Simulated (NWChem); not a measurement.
InCl$_{2}$ cation; SMILES [Cl][In+][Cl]

Results from NWChem. Coordinates come from a PBE0/def2-SVP optimisation. def2 effective core potentials on In; no spin-orbit coupling. Level r2SCAN/def2-SVP: energy and gradient on several grids; changes count from the extra-fine grid, which is no exact limit either.

Which is the coarsest grid (fine; medium; xcoarse; coarse; xfine) from which on the energy stays within 50 μHa and each gradient component within 100 μHa/bohr of xfine?

coarse.
```json
[
 {"grid": "xcoarse", "size of the energy change (μHa)": "3000", "largest change of a gradient component (μHa/bohr)": "200"},
 {"grid": "coarse", "size of the energy change (μHa)": "20", "largest change of a gradient component (μHa/bohr)": "< 30"},
 {"grid": "medium", "size of the energy change (μHa)": "< 10", "largest change of a gradient component (μHa/bohr)": "< 30"},
 {"grid": "fine", "size of the energy change (μHa)": "< 10", "largest change of a gradient component (μHa/bohr)": "< 30"},
 {"grid": "xfine", "size of the energy change (μHa)": "< 10", "largest change of a gradient component (μHa/bohr)": "< 30"}
]
```
